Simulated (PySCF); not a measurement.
# Correlation energy of Te²⁺ (tellurium, charge +2)

[Kr] 4d10 5s2 5p2, high-spin 3P determinant. All numbers are calculated (PySCF 2.14, scalar relativity through the core potential, in aug-cc-pVTZ-PP with one added diffuse shell each of d, f type with ECP28MDF (6s5p5d3f, 67 functions)). Frozen: 4s2 4p6 4d10; 4 electrons correlated.

MP2 pair energies summed by pair of shells (mhartree):

```csv
pair,energy,share (%)
5s-5p,-29.96,62.7
5s-5s,-13.13,27.5
5p-5p,-4.67,9.8
```

Total MP2 correlation energy: -47.76 mhartree.

Same-spin part -7.79 and opposite-spin part -39.97 mhartree; SCS-MP2 scales them by 1/3 and 6/5 to -50.56 mhartree.
